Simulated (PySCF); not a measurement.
Sn(H)2(SMe)2 (C₂H₈S₂Sn), SMILES C[S][SnH2][S]C.

Geometry optimised at B3LYP-D3(BJ)/def2-SVP. The def2 effective core potentials stand for the cores of Sn; spin–orbit coupling is left out. Other conformers were not sampled.

Vertical ionisation energy (IE) and electron affinity (EA) in eV. Rows of orbital energies are one-electron estimates. Where ΔSCF, EOM or ADC give a negative EA the extra electron is unbound and the value depends on the basis.

```tsv
level	IE	EA
−ε(HOMO), −ε(LUMO), M06-2X/def2-TZVP (PySCF)	…	…
−ε(HOMO), −ε(LUMO), PBE/def2-TZVP (PySCF)	5.55	1.83
```

Q: Complete the blanks. (The exact figures need the calculation; the answer reports its results.)

A: 
- −ε(HOMO), −ε(LUMO), M06-2X/def2-TZVP (PySCF), IE: 7.93
- −ε(HOMO), −ε(LUMO), M06-2X/def2-TZVP (PySCF), EA: 0.08
